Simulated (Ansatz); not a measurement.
Ansatz results at the PBE0-D4/def2-TZVP geometry: HOMO–LUMO gap (PBE0/def2-TZVPP) 5.68 eV; HOMO–LUMO gap (ωB97M-V/def2-TZVPP) 9.69 eV; HOMO–LUMO gap (B3LYP/def2-TZVPP) 5.22 eV.

(1) Which molecule gave them?
A. `IC1=CC1`
B. `CC1C=CS1`
C. `C/C=C/O`
D. `[SiH3]/C=C1\C[Se]1`

Answers

(1) D. The others give `C/C=C/O`: 7.41, 11.29, 6.94; `IC1=CC1`: 6.20, 10.27, 5.73; `CC1C=CS1`: 6.10, 10.22, 5.62.

B3LYP here is the variant with VWN-RPA as its local correlation; programs differ in this.
